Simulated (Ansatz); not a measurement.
Mulliken charges of FHSSn, SMILES `[F][Sn][SH]` from PBE/def2-TZVPP in Ansatz (PBE0-D4/def2-TZVP geometry).

```csv
atom,x (Å),y (Å),z (Å),charge (e)
F1,-1.623,-0.458,0.335,-0.454
Sn2,-0.523,1.102,0.726,0.703
S3,1.440,0.207,-0.382,-0.388
H4,0.762,-0.911,-0.699,0.139
```

Task: By hand: the dipole of these point charges (1 e Å = 4.8032 D).

Result: Σ q r = (-0.084, 0.776, 0.409) e Å, of length 0.881 e Å = 4.23 D.

Task: How does the dipole of the full density compare? (Best estimate.)

Result: The calculation gave: (0.005, 0.395, 0.192) e Å, 2.11 D; the point charges give 2.00 times that, at 6° from its direction.

Point charges leave out the atoms' own dipoles, such as those of lone pairs, and Mulliken's split depends on the basis, so the two needn't agree.
